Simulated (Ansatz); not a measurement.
This triplet is an excited state, 1.33 eV above the relaxed singlet at the level composite: frozen-core CCSD(T) with HF/cc-pV5Z and the correlation energy extrapolated as X^-3 from cc-pVQZ and cc-pV5Z, plus full CI minus CCSD(T) in cc-pVDZ // B3LYP-D3(BJ)/def2-TZVP (Ansatz, an electronic-structure program).

Species: HB, SMILES `[BH]` (excited triplet) (charge 0, multiplicity 3).

Q: Give a relaxed geometry from B3LYP-D3(BJ)/def2-TZVP run with Ansatz.

A: the end point of this relaxation (outside a Z-matrix the atoms follow the SMILES, hydrogens last).
Bond lengths (Å): B1–H2 1.192.
